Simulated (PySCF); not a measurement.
Spin-rotation constants: `[NH3]->[Zn+2](<-[NH3])(<-[NH3])(<-[OH2])(<-[OH2])<-[OH2]`, [H₁₅N₃O₃Zn]2+, charge +2

Geometry (Å), atoms numbered from 1 in this order:
```xyz
22

Zn    0.008    0.011   -0.002
O     0.027   -0.052    2.116
H     0.257   -0.825    2.641
H    -0.433    0.554    2.704
O     0.192    0.034   -2.115
H     1.040    0.173   -2.548
H    -0.482    0.349   -2.724
O     2.126   -0.009    0.118
H     2.744   -0.581   -0.349
H     2.570    0.282    0.922
N    -2.062    0.016   -0.073
H    -2.401   -0.515   -0.869
H    -2.488    0.935   -0.143
H    -2.471   -0.418    0.748
N     0.200    2.055    0.023
H    -0.565    2.577   -0.392
H     1.036    2.330   -0.485
H     0.317    2.421    0.963
N     0.085   -2.044   -0.101
H     0.893   -2.456    0.355
H     0.135   -2.329   -1.075
H    -0.730   -2.509    0.286
```

Total charge +2.

Theory: GIAO B3LYP/def2-SVP (def2-TZVP on Zn) magnetisability, rotational g tensor and spin-rotation constants, non-relativistic, gas phase (PySCF). Geometry: GFN2-xTB.

For an ion the centre-of-mass motion in the field is neglected.

(1) Give the nuclear spin-rotation constants along the inertial axes (H = +C I·J) beside the isotropic shieldings.

Results:

(1) Rotational constants 1.5523, 1.5167, 1.4586 GHz. A star marks the isotopologue with that one atom substituted, in its own axes.
| atom | isotope | Caa (kHz) | Cbb (kHz) | Ccc (kHz) | mean (kHz) | σ (ppm) |
| --- | --- | --- | --- | --- | --- | --- |
| H3 | 1H | -0.158 | -0.230 | -0.088 | -0.159 | 28.8 |
| H4 | 1H | -0.155 | -0.197 | -0.124 | -0.159 | 28.9 |
| H6 | 1H | -0.191 | -0.058 | -0.220 | -0.156 | 28.8 |
| H7 | 1H | -0.127 | -0.158 | -0.185 | -0.157 | 28.8 |
| H9 | 1H | -0.192 | -0.154 | -0.130 | -0.159 | 29.0 |
| H10 | 1H | -0.079 | -0.179 | -0.208 | -0.155 | 28.8 |
| N11 | 14N | 0.051 | 0.053 | 0.044 | 0.049 | 245.7 |
| H12 | 1H | -0.097 | -0.196 | -0.180 | -0.158 | 30.0 |
| H13 | 1H | -0.233 | -0.205 | -0.046 | -0.162 | 30.2 |
| H14 | 1H | -0.116 | -0.158 | -0.196 | -0.156 | 29.9 |
| N15 | 14N | 0.052 | 0.048 | 0.052 | 0.051 | 243.5 |
| H16 | 1H | -0.189 | -0.153 | -0.134 | -0.159 | 30.1 |
| H17 | 1H | -0.189 | -0.066 | -0.201 | -0.152 | 29.5 |
| H18 | 1H | -0.054 | -0.226 | -0.189 | -0.156 | 30.0 |
| N19 | 14N | 0.051 | 0.049 | 0.050 | 0.050 | 244.5 |
| H20 | 1H | -0.179 | -0.138 | -0.155 | -0.157 | 29.9 |
| H21 | 1H | -0.049 | -0.218 | -0.186 | -0.151 | 29.5 |
| H22 | 1H | -0.216 | -0.067 | -0.191 | -0.158 | 30.0 |
| Zn1 | 67Zn* | 0.609 | 0.534 | 0.457 | 0.533 | 1591.8 |
| O2 | 17O* | -0.090 | -0.110 | -0.057 | -0.086 | 320.8 |
| O8 | 17O* | -0.086 | -0.088 | -0.090 | -0.088 | 318.7 |

For the geometry as given, no vibrational averaging.
